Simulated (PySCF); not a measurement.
Question: Write a Z-matrix for `COB(OC)B(F)F` as optimised with PBE0-D3(BJ)/def2-SVP.

Answer: 
Z-matrix in Å and degrees, rows numbered from 1:
```
C 
O   1  1.4000
B   2  1.3598  1  123.26
O   3  1.3530  2  119.14  1  -178.27
C   4  1.4085  3  122.38  2     0.07
B   3  1.7226  2  124.33  1     1.25
F   6  1.3251  3  122.80  2    88.14
F   6  1.3247  3  122.14  2   -92.41
H   1  1.1049  2  112.43  3    -1.02
H   1  1.1012  2  109.88  3   119.42
H   1  1.1011  2  109.84  3  -121.48
H   5  1.0993  4  108.27  3   153.77
H   5  1.1020  4  110.46  3   -87.59
H   5  1.1006  4  111.81  3    33.14
```

B3 (three-coordinate boron) is planar (angles 124.3°, 119.1° and 116.5°, sum 360.0°, 0.00 Å off the plane of its three neighbours). Of the pairs four or more bonds apart, O2···H14 is among the closest relative to their van der Waals radii: 2.47 Å, 91 % of the sum of Bondi's values. B6 (three-coordinate boron) is planar (angles 122.8°, 122.1° and 115.1°, sum 360.0°, 0.00 Å off the plane of its three neighbours). O2 (boron-bound oxygen) is bent (angle 123.3°).

Method used: PBE0-D3(BJ)/def2-SVP geometry optimisation, gas phase in PySCF.

No frequency check. One conformer, not necessarily the lowest (C1–O2–B3–O4 -178°, O2–B3–O4–C5 0°).
